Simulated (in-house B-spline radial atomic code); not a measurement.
A fraction x of an electron is moved 3p → 4d in Fe+, starting from [Ar] 3d6 4s1 and keeping the highest spin. Computed with a radial B-spline atomic code at the basis-set limit: scalar-relativistic (X2C) TPSS, spin-polarised, spherical fractional occupations, Fermi nucleus of rms radius 3.7377 fm.

```tsv
x	E(x) - E(0) (eV)	3p down level (eV)	4d up level (eV)
0	0.0000	-66.092	-
0.125	7.9879	-67.396	-2.957
0.25	16.1136	-68.698	-3.133
0.375	?	?	?
0.5	32.7746	-71.283	-3.582
0.625	41.3021	-72.559	-3.823
0.75	?	?	?
0.875	58.7422	-75.071	-4.289
1	67.6535	-76.308	-4.509
```

Question: What belongs in the row x = 0.375?

Answer: An energy change of 24.3774 eV; 3p down at -69.996 eV, 4d up at -3.346 eV.

Question: What belongs in the row x = 0.75?

Answer: An energy change of 49.9583 eV; 3p down at -73.821 eV, 4d up at -4.060 eV.

Question: Check Janak's theorem between x = 0.125 and 0.25.

Answer: The slope of the energy is 65.01 eV; the orbital levels give 65.00 eV (ε of the receiving orbital less ε of the emptying one, averaged over the two points).
